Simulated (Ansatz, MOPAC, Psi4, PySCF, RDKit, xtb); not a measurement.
Two geometries of CH4SSe, SMILES SC[SeH], singlet, relaxed at B3LYP-D3(BJ)/def2-SVP with one dihedral held; other torsions can differ between them too.

Structure A

```
7

S      1.4596    -0.3923    -0.6574
C     -0.2803    -0.4990    -0.1434
Se    -1.0579     1.1124     0.7004
H      1.9611    -0.0823     0.5610
H     -0.4401    -1.3077     0.5831
H     -0.8417    -0.7408    -1.0557
H     -0.4866     2.0378    -0.2969
```

Structure B

```
7

S      1.4442    -0.3731    -0.6570
C     -0.2870    -0.4953    -0.1312
Se    -1.0820     1.1380     0.6845
H      1.9680    -0.1751     0.5758
H     -0.4296    -1.3092     0.5917
H     -0.8474    -0.7371    -1.0441
H     -0.0026     2.0229     0.2106
```

### Question
Which is lower in energy at the level CCSD(T) on RHF/cc-pVTZ, cores with 3d frozen // B3LYP-D3(BJ)/def2-SVP (Ansatz, an electronic-structure program), and by how much?

### Answer
A is lower, by 4.53 kJ/mol (dihedral S1–C2–Se3–H7: 45° in A, 15° in B).

E(B) − E(A) in kJ/mol at the other levels, on the same two geometries: B3LYP/def2-TZVP // B3LYP-D3(BJ)/def2-SVP (Psi4) 4.55; B3LYP-D3(BJ)/def2-TZVP // B3LYP-D3(BJ)/def2-SVP (Psi4) 4.43; PBE/def2-TZVP // B3LYP-D3(BJ)/def2-SVP (Psi4) 4.54; PBE-D3(BJ)/def2-TZVP // B3LYP-D3(BJ)/def2-SVP (Psi4) 4.47; M06-2X/def2-TZVP // B3LYP-D3(BJ)/def2-SVP (Psi4) 4.38; RHF/cc-pVTZ // B3LYP-D3(BJ)/def2-SVP (Ansatz) 5.12; MP2 on RHF/cc-pVTZ, cores with 3d frozen // B3LYP-D3(BJ)/def2-SVP (Ansatz) 4.72; CCSD on RHF/cc-pVTZ, cores with 3d frozen // B3LYP-D3(BJ)/def2-SVP (Ansatz) 4.61; UFF // B3LYP-D3(BJ)/def2-SVP (RDKit) 3.29; PM6, restricted, heats of formation // B3LYP-D3(BJ)/def2-SVP (MOPAC) 3.74; AM1, restricted, heats of formation // B3LYP-D3(BJ)/def2-SVP (MOPAC) 2.89; GFN1-xTB // B3LYP-D3(BJ)/def2-SVP (xtb) 2.84; restricted B3LYP/6-31G*, spherical d // B3LYP-D3(BJ)/def2-SVP (PySCF) 5.32; restricted MP2 (frozen core)/3-21G // B3LYP-D3(BJ)/def2-SVP (PySCF) 6.75; restricted Hartree-Fock/6-31G*, spherical d // B3LYP-D3(BJ)/def2-SVP (PySCF) 5.68.
